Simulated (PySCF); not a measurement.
Cl₃GeHS, SMILES [SH][Ge]([Cl])([Cl])[Cl]. Atoms are numbered in the order given.

```xyz
6

S      0.7580     2.0863     0.0000
Ge     0.0012     0.0081     0.0000
Cl     0.6543    -1.0982    -1.7316
Cl    -2.1449     0.1186     0.0000
Cl     0.6543    -1.0982     1.7316
H      2.0515     1.6823     0.0000
```
Charge 0, spin multiplicity 1.

Geometry optimised at B3LYP-D3(BJ)/def2-SVP. The structure was generated by enumeration, and PubChem lists no compound with its InChIKey, so it may never have been made. The values are those of a single conformer.

Two levels are set side by side: PBE/pcSseg-1 (PySCF) and HF/pcSseg-1 (PySCF). GIAO shifts against GeH4 (⁷³Ge), H2S (³³S), HCl (³⁵Cl), TMS (¹H) at the same level; non-relativistic, no solvent, atoms listed together averaged. Without spin–orbit terms, shifts of atoms bonded to Cl or Br come out too high at both levels. Differences are taken from unrounded values.

```json
[
 {"quantity": "δ(³³S) of S1 (ppm)", "HF": "87.1", "PBE": "228.8", "PBE minus HF": "141.7"},
 {"quantity": "δ(⁷³Ge) of Ge2 (ppm)", "HF": "413.9", "PBE": "531.1", "PBE minus HF": "117.1"},
 {"quantity": "δ(¹H) of H6 (ppm)", "HF": "2.14", "PBE": "2.73", "PBE minus HF": "0.59"}
]
```

Rough cost on one machine, each run with all the roots and properties that it gave: HF against PBE within a factor of 2.
